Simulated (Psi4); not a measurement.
C$_{4}$H$_{7}$ (SMILES C=C([CH2-])C), charge -1, singlet, at a GFN2-xTB geometry (a gas-phase anion, which may not be bound at this level); Psi4 with PBE/3-21G.

Psi4 was given this input:
```
memory 2 GB

molecule mol {
-1 1
C    -0.190241    0.130603    1.423309
C    -0.004990    0.116648    0.059086
H    -0.287449    1.056326    1.975773
H    -0.207554   -0.779681    2.011697
C     0.086767    1.204930   -0.780612
H     0.177322    1.091179   -1.855013
H    -0.032235    2.217556   -0.417331
C     0.103564   -1.248710   -0.600348
H     0.366004   -2.021010    0.126191
H    -0.848143   -1.536620   -1.061734
H     0.861453   -1.248571   -1.388200
}

set {
  basis 3-21g
  reference rks
  dft_radial_points 50
}

energy('pbe')
print_variables()
```

It wrote (shortened):

```
   => Loading Basis Set <=

    Name: 3-21G
    Role: ORBITAL
    Keyword: BASIS

         ---------------------------------------------------------
                                   SCF
               by Justin Turney, Rob Parrish, Andy Simmonett
                          and Daniel G. A. Smith
                              RKS Reference
         ---------------------------------------------------------

  ==> Geometry <==

    Molecular point group: c1
    Full point group: C1

    Geometry (in Angstrom), charge = -1, multiplicity = 1:

       Center              X                  Y                   Z               Mass
    ------------   -----------------  -----------------  -----------------  -----------------
         C           -0.189711128439     0.108601674386     1.412341004038    12.000000000000
         C           -0.004460128439     0.094646674386     0.048118004038    12.000000000000
         H           -0.286919128439     1.034324674386     1.964805004038     1.007825032230
         H           -0.207024128439    -0.801682325614     2.000729004038     1.007825032230
         C            0.087296871561     1.182928674386    -0.791579995962    12.000000000000
         H            0.177851871561     1.069177674386    -1.865980995962     1.007825032230
         H           -0.031705128439     2.195554674386    -0.428298995962     1.007825032230
         C            0.104093871561    -1.270711325614    -0.611315995962    12.000000000000
         H            0.366533871561    -2.043011325614     0.115223004038     1.007825032230
         H           -0.847613128439    -1.558621325614    -1.072701995962     1.007825032230
         H            0.861982871561    -1.270572325614    -1.399167995962     1.007825032230

  Running in c1 symmetry.

  Rotational constants: A =      0.32028  B =      0.30916  C =      0.16207 [cm^-1]
  Rotational constants: A =   9601.63313  B =   9268.31803  C =   4858.65413 [MHz]
  Nuclear repulsion =  112.850408934549478

  Charge       = -1
  Multiplicity = 1
  Electrons    = 32
  Nalpha       = 16
  Nbeta        = 16

  ==> Algorithm <==

  SCF Algorithm Type is DF.
  DIIS enabled.
  MOM disabled.
  Fractional occupation disabled.
  Guess Type is SAD.
  Energy threshold   = 1.00e-06
  Density threshold  = 1.00e-06
  Integral threshold = 1.00e-12

  ==> Primary Basis <==

  Basis Set: 3-21G
    Blend: 3-21G
    Number of shells: 34
    Number of basis functions: 50
    Number of Cartesian functions: 50
[...]
   @DF-RKS iter   5:  -155.47041830648104   -6.57767e-03   6.19195e-04 ADIIS/DIIS
   @DF-RKS iter   6:  -155.47097082709988   -5.52521e-04   1.29443e-04 ADIIS/DIIS
   @DF-RKS iter   7:  -155.47099685067315   -2.60236e-05   4.28175e-05 DIIS
   @DF-RKS iter   8:  -155.47099938497243   -2.53430e-06   7.23850e-06 DIIS
   @DF-RKS iter   9:  -155.47099947462817   -8.96557e-08   8.87495e-07 DIIS
  Energy and wave function converged.

  ==> Post-Iterations <==

   Electrons on quadrature grid:
      Ntotal   =   31.9999991302 ; deviation = -8.698e-07

    Orbital Energies [Eh]
    ---------------------

    Doubly Occupied:

[...]
      16A      0.141389

    Virtual:

[...]
      50A      2.087047

    Final Occupation by Irrep:
              A
    DOCC [    16 ]
    NA   [    16 ]
    NB   [    16 ]

  @DF-RKS Final Energy:  -155.47099947462817

   => Energetics <=

    Nuclear Repulsion Energy =            112.8504089345494776
    One-Electron Energy =                -438.5990818215998956
    Two-Electron Energy =                 194.5480334710822490
    DFT Exchange-Correlation Energy =     -24.2703600586599997
    Empirical Dispersion Energy =           0.0000000000000000
    VV10 Nonlocal Energy =                  0.0000000000000000
    Total Energy =                       -155.4709994746281723

Computation Completed

Properties will be evaluated at   0.000000,   0.000000,   0.000000 [a0]

Properties computed using the SCF density matrix

 Multipole Moments:

 ------------------------------------------------------------------------------------
     Multipole            Electronic (a.u.)      Nuclear  (a.u.)        Total (a.u.)
 ------------------------------------------------------------------------------------

 L = 1.  Multiply by 2.5417464519 to convert [e a0] to [Debye]
 Dipole X            :         -0.0071502            0.0310369            0.0238867
 Dipole Y            :          0.3888921           -1.2888614           -0.8999693
 Dipole Z            :          0.2334179           -0.6425350           -0.4091171
 Magnitude           :                                                    0.9888843

 ------------------------------------------------------------------------------------

  Variable Map:
  ----------------------------------------------------------------------------
[...]
  Array Variable Map:
  ----------------------------------------------------------------------------
[...]
[...]
```
